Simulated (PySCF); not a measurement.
## Ionisation energy of Nb by level of theory

Nb [Kr] 4d4 5s1 (6D) → Nb⁺ [Kr] 4d4 (5D), as a difference of total energies. Calculation: PySCF 2.14, in x2c-TZVPPall with one added diffuse shell each of s, p, d, f type (9s7p7d3f1g, 95 functions); the spin-free X2C one-electron Hamiltonian (Gaussian nucleus). Correlated levels: valence: [Kr] frozen. The calculations carry no spin-orbit coupling.

Order these methods by the ionisation energy they give, lowest first.
A. CCSD (valence)
B. CCSD(T) (valence)
C. UHF
D. SCS-MP2 (valence)

C (5.992 eV), D (6.144 eV), A (6.515 eV), B (6.546 eV).

Errors of the correlated levels include the incompleteness of this basis and the frozen core.

For comparison: 6.776 eV (measured; NIST levels, between the centres of gravity of the two terms).
